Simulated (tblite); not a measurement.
C6H5O (SMILES Oc1[c]cccc1), doublet, at a GFN2-xTB geometry; GFN1-xTB (tblite 0.6.0).

The tblite input:
```
$ tblite run mol.xyz --method gfn1 --charge 0 --spin 1 --etemp 2000 --json tblite.json --no-restart

# file mol.xyz
12

O      2.27676535    -0.48886203    -0.04083041
C      0.94645310    -0.22625118    -0.01441721
C      0.01914360    -1.22807427     0.13549520
C     -1.32490580    -1.04354997     0.17114835
C     -1.81577177     0.25806659     0.04719198
C     -0.92317777     1.30126057    -0.10586203
C      0.44091718     1.07286965    -0.13748392
H      2.77062526     0.33231355    -0.15259178
H     -2.00456455    -1.87330145     0.29162108
H     -2.88011935     0.43633204     0.07185845
H     -1.29012743     2.31292628    -0.20281411
H      1.13411206     1.89669740    -0.25786455
```

### Question
Write the output that tblite gives for this input, abridged.

### Answer

```
xTB calculator
 | screened Coulomb repulsion
 | Coulomb electrostatics
 |  * isotropic Klopman-Ohno-Mataga-Nishimoto electrostatics
 |  * onsite third-order electrostatics
 | DFT-D3(BJ) dispersion correction

halogen bonding energy    0.0000000000000E+00 Eh
repulsion energy          3.0408247205947E-01 Eh
dispersion energy        -4.8444475296679E-03 Eh
number of electrons       3.5000000000000E+01 e
integral cutoff           1.9731147476801E+01 bohr

------------------------------------------------------------
  cycle        total energy    energy error   density error
------------------------------------------------------------
      1     -19.88623887545  -2.0185477E+01   7.1169709E-01
      2     -19.95847912068  -7.2240245E-02   4.1157448E-01
      3     -19.95771036035   7.6876033E-04   7.5674143E-02
      4     -19.96210146607  -4.3911057E-03   1.7652191E-02
      5     -19.96282969909  -7.2823302E-04   2.9307277E-03
      6     -19.96285080185  -2.1102762E-05   9.8679871E-04
      7     -19.96285177575  -9.7389573E-07   3.2608808E-04
      8     -19.96285193279  -1.5704003E-07   1.0541853E-04
      9     -19.96285194180  -9.0135224E-09   1.5661021E-05
------------------------------------------------------------

electronic energy        -2.0262089966334E+01 Eh
total energy             -1.9962851941804E+01 Eh

Post processing:
 | Mayer-Wiberg bond orders

[Info] JSON dump of results written to 'tblite.json'
```
